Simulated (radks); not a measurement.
Values are calculated unless marked as measured or tabulated.
In II, 48 electrons, occupied as [Kr] 4d10 5s2.

Code: a radial shooting solver on a logarithmic mesh with Libxc functionals. Model: Dirac Kohn-Sham, PBE, spin-unpolarised, spherical densities, finite nucleus; Fermi nuclear charge, rms radius 4.6156 fm.

Energy parts (eV):
part                       energy
total                 -160081.176
kinetic                168200.318
electron-nucleus      -388117.164
Hartree                 64182.630
exchange-correlation    -4346.960

Orbitals (lengths in bohr, moments of r in powers of bohr):
1s1/2: occ. 2; eigenvalue (eV) -27742.67; <1/r> 51.86; small-component weight 3.23e-02
2s1/2: occ. 2; eigenvalue (eV) -4159.095; <1/r> 12.00; small-component weight 6.82e-03
2p1/2: occ. 2; eigenvalue (eV) -3879.148; <1/r> 11.98; small-component weight 6.84e-03
2p3/2: occ. 4; eigenvalue (eV) -3668.272; <1/r> 11.19; small-component weight 6.54e-03
3s1/2: occ. 2; eigenvalue (eV) -795.3148; <1/r> 4.227; small-component weight 1.95e-03
3p1/2: occ. 2; eigenvalue (eV) -682.3286; <1/r> 4.135; small-component weight 1.90e-03
3p3/2: occ. 4; eigenvalue (eV) -644.2387; <1/r> 3.942; small-component weight 1.82e-03
3d3/2: occ. 4; eigenvalue (eV) -444.4120; <1/r> 3.785; small-component weight 1.70e-03
3d5/2: occ. 6; eigenvalue (eV) -436.6084; <1/r> 3.735; small-component weight 1.68e-03
4s1/2: occ. 2; eigenvalue (eV) -127.0353; <1/r> 1.643; small-component weight 5.15e-04
4p1/2: occ. 2; eigenvalue (eV) -90.1487; <1/r> 1.523; small-component weight 4.55e-04
4p3/2: occ. 4; eigenvalue (eV) -83.5026; <1/r> 1.461; small-component weight 4.31e-04
4d3/2: occ. 4; eigenvalue (eV) -26.5859; <1/r> 1.150; small-component weight 2.83e-04
4d5/2: occ. 6; eigenvalue (eV) -25.7239; <1/r> 1.133; small-component weight 2.76e-04
5s1/2: occ. 2; eigenvalue (eV) -14.9227; <1/r> 0.5174; small-component weight 6.48e-05

The highest occupied level is 5s1/2 at -14.923 eV. For comparison, the ionisation energy in NIST's Atomic Spectra Database is 18.870 eV (measured). In exact Kohn-Sham theory the highest level is minus the ionisation energy, but local and semilocal functionals leave it too shallow, through self-interaction and a potential that decays too fast; potentials with the right tail come closer. The electron density at the nucleus is 1.748e+05 e/bohr^3. Summed over all electrons, <r^2> = 40.64 bohr^2, which gives a Langevin (diamagnetic) susceptibility term of -32.2 x 10^-6 cm^3/mol. The density falls to 0.001 e/bohr^3 at r = 3.99 bohr.
